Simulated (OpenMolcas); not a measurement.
Nd2+.

- Program: OpenMolcas 26.06
- Method: CASSCF
- Basis: ANO-RCC-VTZP [8s7p5d3f2g1h]
- Scalar Hamiltonian: DKH2, point nucleus
- Active space: 4 electrons in 7 orbitals (4f)
- State averaging: 2S+1 = 5 even, 35 roots; 2S+1 = 3 even, 210 roots (159 in the spin-orbit step); 2S+1 = 1 even, 196 roots (105 in the spin-orbit step)
- Spin-orbit coupling: RASSI with atomic mean-field integrals over the reference wave functions, term energies averaged over their components

Levels without dynamic correlation, in cm⁻¹ above 4f⁴ ⁵I₄:

```csv
Level,E
4f⁴ ⁵S₂,16163
4f⁴ ⁵F₁,14454
4f⁴ ³K₆(1),17447
4f⁴ ⁵G₂,21508
```

On this reference, MS-CASPT2, IPEA 0.25 Eh, imaginary shift 0.1 Eh (closed shells correlated: 5s 5p) puts 4f⁴ ⁵S₂ at 14440 cm⁻¹.

Task: Estimate the other levels at that method by one scale factor, and say how well it serves.

Result: The factor is 14440 / 16163 = 0.893. Scaled values beside those that MS-CASPT2 gives and measured ones (Ding et al., The Spectrum and Energy Levels of the Low-lying Configurations of Nd III (preprint, 2023)):
```json
{"Level": "4f⁴ ⁵F₁", "Scaled": "12907", "MS-CASPT2": "11690", "Miss (%)": "+10.4", "Measured": ""}
{"Level": "4f⁴ ³K₆(1)", "Scaled": "15580", "MS-CASPT2": "14520", "Miss (%)": "+7.3", "Measured": "14064"}
{"Level": "4f⁴ ⁵G₂", "Scaled": "19207", "MS-CASPT2": "18080", "Miss (%)": "+6.2", "Measured": ""}
```
For these levels the scaled values miss MS-CASPT2 by up to 10.4 %, as correlation changes each term by its own factor, spin-orbit parts do not scale and CASPT2 has its own spread within terms. This holds within one configuration; levels of others move differently, and the target method has errors of its own against measurement.

CASPT2 breaks the degeneracy within a term, and the mean is taken; among the terms shown or strongly mixed into the levels shown the widest spread is 1600 cm-1 (4f⁴ ⁵I, MS-CASPT2). High states are left out of the spin-orbit mixing, which shifts the levels that they would mix with. Without dynamic correlation excited terms often stand tens of per cent too high (terms of higher spin than the ground term too low), and those without a measured partner can miss by more than the paired ones (holds for CASSCF). Blocks of more than 70 roots (2S+1 = 3 even, 1 even) ran without multistate coupling (holds for MS-CASPT2). Computed and measured levels are paired by configuration, term and J; levels that our copy of the source lacks, or whose pairing is in doubt (as where it misses far off the trend of its configuration), stay unpaired and out of the deviations. Levels of configurations outside the active space are missing.

A number in round brackets counts repeated terms of one configuration in the order of the reference energies.
